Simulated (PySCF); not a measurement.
Frontier orbitals and the lowest excitations

Species: C5H6F3PS.
SMILES with atom numbers: `[CH3:1][CH2:2][C:3]1=[CH:4][P@:5]1(=[S:6])[C:7]([F:8])([F:9])[F:10]` (hydrogens: H11, H12, H13 on C1; H14, H15 on C2; H16 on C4)

Cartesian coordinates in Å at the PBE0-D3(BJ)/def2-SVP level; atoms count from 1:
```xyz
16
C5H6F3PS angstrom
C     -2.5585   -0.4862    0.1233
C     -1.1616   -0.7426    0.6652
C     -0.1518    0.2223    0.1868
C      0.0138    1.2903   -0.5999
P      1.4772    0.9103    0.2985
S      2.4113    1.8170    1.7165
C      2.5957   -0.1140   -0.8262
F      3.3929   -0.8956   -0.1092
F      3.3505    0.6705   -1.5885
F      1.8656   -0.8913   -1.6294
H     -3.2673   -1.2368    0.5013
H     -2.9236    0.5071    0.4247
H     -2.5725   -0.5327   -0.9762
H     -0.8057   -1.7528    0.3970
H     -1.1454   -0.7173    1.7685
H     -0.5409    1.9560   -1.2639
```

Theory: TDDFT B3LYP/def2-SVPD, vertical, gas phase, core orbitals frozen in the response (PySCF 2.14.0, density-fitted response routines).

Frontier orbitals with the atoms that hold most of them (Löwdin shares over 4%, at most four atoms; ? is withheld):

| orbital | ε (eV) | atoms |
| --- | --- | --- |
| HOMO-3 | -9.71 | P5 30%, C3 18%, S6 13%, C4 11% |
| HOMO-2 | -8.67 | C4 27%, C3 22%, S6 12%, P5 9% |
| HOMO-1 | -6.91 | S6 74%, P5 15% |
| HOMO | -6.68 | ? |
| LUMO | -1.43 | ? |
| LUMO+1 | -0.40 | P5 24%, S6 23%, C4 17%, H16 7% |
| LUMO+2 | -0.33 | S6 27%, P5 23%, C3 14%, C7 7% |

Problem. Which atoms hold the LUMO, and with what shares?

Solution. C4 (bonded to C, P and H) 35%; C3 (bonded to 2 C and P) 34%; P5 (bonded to 3 C and S) 7%; C2 (bonded to 2 C and 2 H) 7%. By element: carbon 76% or more, phosphorus 7%.

Problem. Which atoms hold the HOMO, and with what shares?

Solution. S6 (bonded to P) 66%; P5 (bonded to 3 C and S) 17%; C3 (bonded to 2 C and P) 6%; C4 (bonded to C, P and H) 6%. By element: sulfur 66%, phosphorus 17%, carbon 13% or more.

Problem. The HOMO–LUMO gap is 5.25 eV. Where does the response calculation put the lowest singlet, and from which orbitals?

Solution. S1 is at 4.25 eV (f = 0.0014), 1.00 eV below the gap, made of HOMO→LUMO (99%). 

Problem. Give energy, strength and leading configuration of S1, S2 and S4, and follow the Löwdin shares of the leading atoms from the occupied to the empty orbital.

Solution. 
- S1 (4.25 eV, f 0.0014), HOMO→LUMO (99%): S6 66% → at most 7%, P5 17% → 7%, C4 6% → 35%, C3 6% → 34%
- S2 (4.58 eV, f 0.0002), HOMO-1→LUMO (99%): S6 74% → at most 7%, P5 15% → 7%, C4 at most 4% → 35%, C3 at most 4% → 34%
- S4 (5.35 eV, f 0.0012), HOMO-1→LUMO+1 (74%): S6 74% → 23%, P5 15% → 24%

Löwdin shares depend on the basis, the more so with diffuse functions.

One conformer stands for the species.
